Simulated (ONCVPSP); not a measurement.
# What the settings do to the ONCV potential of molybdenum

Base potential:

```json
{
  "Element": "Mo",
  "Generator": "ONCVPSP 4.0.1",
  "Type": "optimised norm-conserving Vanderbilt (ONCV)",
  "Functional": "PBEsol",
  "Relativity": "scalar-relativistic",
  "Frozen core": "[Ar] 3d10",
  "Valence charge": "14",
  "Reference configuration": "4s2 4p6 4d5 5s1",
  "Partial waves": "4s+5s: rc 1.80 bohr, ncon 4, nbas 7, qcut 6.9 1/bohr, 2 projectors; 4p: rc 1.35 bohr, ncon 3, nbas 8, qcut 6.6 1/bohr, 2 projectors, debl 3.2 Ha; 4d: rc 2.10 bohr, ncon 3, nbas 8, qcut 6.7 1/bohr, 2 projectors, debl 1.9 Ha",
  "Local potential": "polynomial inside 1.20 bohr (lpopt 5, dvloc0 0 Ha)",
  "Core correction": "none"
}
```

All-electron outer shells of the reference configuration (PBEsol, scalar-relativistic, ld1.x):

| shell | level (eV) | outermost node (bohr) | outermost maximum (bohr) |
| --- | --- | --- | --- |
| 3d | -220.99 | – | 0.32 |
| 4s | -64.30 | 0.51 | 0.99 |
| 4p | -38.46 | 0.52 | 1.06 |
| 5s | -4.12 | 1.34 | 2.93 |
| 4d | -3.77 | 0.53 | 1.38 |

Cutoffs, loose and tight: the cutoffs (Ha) at which the residual kinetic energy of the hardest occupied pseudo-wave falls to 1 and 0.1 mHa per electron. They do not see the model core or the augmentation charge, which bear on the density cutoff. Test errors are all-electron minus pseudo excitation energies from the reference, over the configurations 4s2 4p6 4d5 5s0; 4s2 4p6 4d4 5s0; 4s2 4p6 4d3 5s0; 4s1 4p6 4d5 5s1. A dash means not determined; rows that change the core or the reference have their own tests.

```csv
change,outcome,"cutoff, loose","cutoff, tight",bound ghosts,GHOST(+) flags above zero,largest test error (meV)
base,generated,19 Ha,101 Ha,none,none,-193
"local potential polynomial inside 1.20 bohr (lpopt 5, dvloc0 -2 Ha)",generated,19 Ha,101 Ha,none,s,-193
"local potential polynomial inside 1.20 bohr (lpopt 5, dvloc0 -1 Ha)",generated,19 Ha,101 Ha,none,s,-193
"local potential polynomial inside 1.20 bohr (lpopt 5, dvloc0 2 Ha)",generated,19 Ha,101 Ha,none,s,-193
"local potential polynomial inside 1.20 bohr (lpopt 5, dvloc0 2.5 Ha)",generated,19 Ha,101 Ha,none,s,-193
"local potential polynomial inside 1.20 bohr (lpopt 5, dvloc0 4 Ha)",generated,19 Ha,101 Ha,none,none,-194
"local potential polynomial inside 1.20 bohr (lpopt 5, dvloc0 5 Ha)",generated,19 Ha,101 Ha,none,none,-194
"local potential polynomial inside 1.20 bohr (lpopt 5, dvloc0 7 Ha)",generated,19 Ha,101 Ha,none,none,-193
"local potential polynomial inside 1.20 bohr (lpopt 5, dvloc0 8 Ha)",generated,19 Ha,101 Ha,none,none,-194
"local potential polynomial inside 1.20 bohr (lpopt 5, dvloc0 9 Ha)",generated,19 Ha,101 Ha,none,none,-192
```

Reading the sweep of the dvloc0 (base included, trends over the rows without a ghost): The loose cutoff stays near 19 Ha. The median size of the test errors (rows with all tests solved) stays near 7.3 meV.
